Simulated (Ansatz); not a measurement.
Computed with Ansatz on PBE0-D4/def2-TZVP structures; ΔE is electronic, products minus reactants. CCSD(T)/CBS is the MP2 limit (def2-TZVPP, def2-QZVPP) plus CCSD(T) − MP2 in def2-TZVPP, frozen cores. DFT in def2-TZVPP. B3LYP here is the variant with VWN-RPA as its local correlation; programs differ in this. For Ga, Ge outer-core shells are correlated without core-valence functions, which leaves a few kJ/mol of doubt a bond. Scalar relativity is left out up to krypton. One conformer a species, not always the lowest.

Reaction (redistribution): `N[CH2][GaH][SiH3]` + `B[S][GeH3]` → `B[S][GaH][SiH3]` + `N[CH2][GeH3]`

```csv
species,B3LYP energy (Eh)
`N[CH2][GaH][SiH3]`,-2312.11711
`B[S][GeH3]`,-2503.16852
`B[S][GaH][SiH3]`,-2641.15786
`N[CH2][GeH3]`,-2174.14580
```

(1) Work out ΔE.

Largest T1 diagnostic among the species: 0.014.

## Answers

(1) ΔE = (-2641.15786) + (-2174.14580) − (-2312.11711) − (-2503.16852) = -0.01803 Eh = -47.3 kJ/mol. CCSD(T)/CBS gives -51.3 kJ/mol.
